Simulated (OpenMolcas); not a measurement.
**What dynamic correlation does to the levels of Ge+**

```json
{
 "Program": "OpenMolcas",
 "Basis": "ANO-RCC [10s9p8d5f2g]",
 "Scalar Hamiltonian": "DKH2, point nucleus",
 "Active space": "3 electrons in 8 orbitals (4s 4p 5s 5p)",
 "State averaging": "2S+1 = 4 odd, 1 root (0 in the spin-orbit step); 2S+1 = 2 odd, 3 roots; 2S+1 = 4 even, 3 roots; 2S+1 = 2 even, 6 roots",
 "Spin-orbit coupling": "RASSI with atomic mean-field integrals over the reference wave functions, term energies averaged over their components"
}
```

Methods on the same reference wave functions:
A. CASSCF
B. SS-CASPT2, IPEA 0.25 Eh, imaginary shift 0.1 Eh (closed shells correlated: 3d)

Energies in cm-1 above 4s2 4p 2P* 1/2, the measured ground level; measured values from NIST Handbook of Basic Atomic Spectroscopic Data.

```tsv
Level	A	B	Measured
4s2 4p 2P* 1/2	0.0	0.0	0.0
4s2 4p 2P* 3/2	1465	1465	1767
4s 4p2 4P 1/2	45182	50500	51576
4s 4p2 4P 3/2	45749	51070	52291
4s 4p2 4P 5/2	46682	51990	53367
```

Deviations, from unrounded energies. A percentage is the sum of absolute deviations over the sum of measured energies, with the sign that they share, or ± where signs differ.

```
                  Against measurement  Levels      A      B
       mean absolute deviation (cm-1)       4   5000   1000
fine structure of the ground term (%)       1  -17.1  -17.1
             other configurations (%)       3  -12.5   -2.3
```

B lies closest to measurement on these levels. The largest miss of B in the table is 4s 4p2 4P 5/2, by -1400 cm-1. The ranking rests on the paired levels alone, and a cruder setting can come out closer through cancelling errors.

The lowest spin-free term lies below A's lowest term by 0.490 hartree in B.

Over all roots computed the reference weight is 0.88 to 0.96 in B; the roots of lowest weight are the least certain, and an intruder state may touch them. Some high roots are left out of the spin-orbit mixing, which shifts the levels that they would mix with. The run also gave levels led by 4s2 5s, which use shells meant for correlation; these and all levels above them are left out. Terms of s pⁿ other than that of highest spin mix with s² pⁿ⁻² d, which this space lacks; all of them can be thousands of cm-1 off, and some have no real level of that name. Without dynamic correlation excited terms often stand tens of per cent too high (terms of higher spin than the ground term too low), and those without a measured partner can miss by more than the paired ones (holds for A). Computed and measured levels are paired by configuration, term and J; levels that our copy of the source lacks, or whose pairing is in doubt (as where it misses far off the trend of its configuration), stay unpaired and out of the deviations. Levels of configurations outside the active space are missing. The table leaves out levels that lie high or whose names do not pair safely across all columns.

* marks odd parity.
